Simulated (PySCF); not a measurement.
## SrI: energy against distance

Set-up: basis Sr x2c-TZVPall, I x2c-TZVPall; spin-free X2C with a Gaussian nucleus; PySCF 2.14. Energies in eV from Sr + I in their ground configurations at the same level. All curves are PBE0. state 1: ²Σ⁺ (doublet), unpaired electrons σ ↑; state 2: ²Π (doublet), unpaired electrons π ↑, a second solution, started from another occupation; state 3: quartet, unpaired electrons σ ↑, π ↑↑, a mixture of terms (⟨Lz²⟩ = 2.0), a second solution, started from another occupation.

```json
{"R (Å)": "2.563", "state 1": "-2.525", "state 2": "-1.035", "state 3": "3.4014"}
{"R (Å)": "2.682", "state 1": "-2.961", "state 2": "-1.455", "state 3": "2.7410"}
{"R (Å)": "2.801", "state 1": "-3.193", "state 2": "-1.671", "state 3": "2.2799"}
{"R (Å)": "2.891", "state 1": "-3.272", "state 2": "-1.737", "state 3": "2.0325"}
{"R (Å)": "2.980", "state 1": "-3.291", "state 2": "-1.746", "state 3": "1.8487"}
{"R (Å)": "3.069", "state 1": "-3.267", "state 2": "-1.710", "state 3": "1.7138"}
{"R (Å)": "3.189", "state 1": "-3.185", "state 2": "-1.616", "state 3": "1.5906"}
{"R (Å)": "3.338", "state 1": "-3.031", "state 2": "-1.448", "state 3": "1.5002"}
{"R (Å)": "3.516", "state 1": "-2.803", "state 2": "-1.206", "state 3": "1.4514"}
{"R (Å)": "3.755", "state 1": "-2.469", "state 2": "-0.859", "state 3": "1.4425"}
```

Question: Put a parabola through the three lowest points of the state 1 curve and estimate Re, k and ωe (reduced mass 51.93 u; 1 eV/Å² = 0.16022 mdyn/Å; ωe = 1302.8·√(k/μ) cm⁻¹).

Answer: Through R = 2.891, 2.98, 3.069 Å the second-order coefficient is 2.71 eV/Å², so Re ≈ 2.975 Å, k ≈ 0.870 mdyn/Å and ωe ≈ 169 cm⁻¹. A polynomial fit of higher order to the unrounded PBE0 energies gives Re = 2.970 Å, k = 0.908 mdyn/Å, ωe = 172 cm⁻¹; anharmonicity and rounding make the difference.

The higher-order fit for each curve: state 1: Re = 2.970 Å, ωe = 172 cm⁻¹, De = 3.29 eV; state 2: Re = 2.949 Å, ωe = 177 cm⁻¹, minimum 1.75 eV below the ground-state fragments; state 3: Re = 3.680 Å, ωe = 58.5 cm⁻¹, minimum 1.44 eV above the ground-state fragments.

Spin–orbit coupling is left out, which matters for elements this heavy, above all for dissociation energies. Counting both spins, an empty level lies below a filled one in some of these solutions, because spin and occupation are held. The state is the lowest determinant that a PBE0 search found; another state may lie lower at other levels.
